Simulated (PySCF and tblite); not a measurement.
The numbers below are computed, except where a source is named.
Stationary points of C7H11O (charge +1) at GFN2-xTB, in Å:

Structure A

```
 1 C    -3.586   -0.117    1.677
 2 C    -2.776   -0.394    0.642
 3 C    -1.398   -0.041    0.640
 4 C    -0.564   -0.327   -0.402
 5 C     0.813   -0.019   -0.491
 6 C     1.584    0.691    0.547
 7 O     1.377   -0.414   -1.585
 8 C     2.751   -0.199   -1.858
 9 H    -4.627   -0.392    1.666
10 H    -3.229    0.389    2.560
11 H    -3.162   -0.904   -0.230
12 H    -1.034    0.473    1.520
13 H    -0.967   -0.847   -1.262
14 H     2.030    1.596    0.126
15 H     2.415    0.068    0.886
16 H     0.980    0.965    1.404
17 H     2.984    0.868   -1.893
18 H     3.384   -0.680   -1.108
19 H     2.936   -0.645   -2.833
```

Structure B

```
 1 C    -3.509   -1.207    1.183
 2 C    -2.693   -0.171    0.928
 3 C    -1.363   -0.352    0.462
 4 C    -0.509    0.683    0.194
 5 C     0.814    0.505   -0.270
 6 C     1.677    1.673   -0.536
 7 O     1.236   -0.704   -0.449
 8 C     2.549   -0.983   -0.910
 9 H    -4.516   -1.059    1.535
10 H    -3.189   -2.228    1.044
11 H    -3.037    0.844    1.074
12 H    -1.019   -1.369    0.317
13 H    -0.845    1.699    0.337
14 H     2.010    1.669   -1.577
15 H     2.582    1.623    0.075
16 H     1.164    2.607   -0.332
17 H     2.718   -0.553   -1.900
18 H     3.300   -0.600   -0.216
19 H     2.622   -2.068   -0.966
```

Structure C

```
 1 C    -3.478   -0.799    1.650
 2 C    -2.794   -0.213    0.670
 3 C    -1.356   -0.270    0.593
 4 C    -0.647    0.304   -0.386
 5 C     0.804    0.296   -0.514
 6 C     1.602    1.366    0.100
 7 O     1.315   -0.648   -1.186
 8 C     2.712   -0.768   -1.425
 9 H    -4.552   -0.751    1.695
10 H    -2.989   -1.347    2.439
11 H    -3.303    0.330   -0.113
12 H    -0.852   -0.812    1.382
13 H    -1.152    0.842   -1.182
14 H     2.192    1.887   -0.660
15 H     2.330    0.938    0.796
16 H     0.977    2.080    0.626
17 H     3.088    0.098   -1.974
18 H     3.261   -0.865   -0.487
19 H     2.841   -1.669   -2.024
```

Geometries: GFN2-xTB; energies: B3LYP/pcSseg-1 + D3(BJ), IEF-PCM benzene; zero-point and thermal terms from GFN2-xTB harmonic modes (soft modes blended into free rotors).

**Question.** Which structure is a saddle point, and along which motion?

**Answer.** C: one imaginary mode (298i cm⁻¹ at GFN2-xTB, mostly on H13, C3, H12), along the rotation about the C4–C5 bond (torsion C3–C4–C5–C6 from -180° to -1°, rising).

**Question.** Give their symmetry and energies above the lowest.

**Answer.** A Cs, 0.2 kcal/mol; B Cs, 0.0 kcal/mol; C C1, 19.1 kcal/mol.

The ion is treated without a counter-ion.
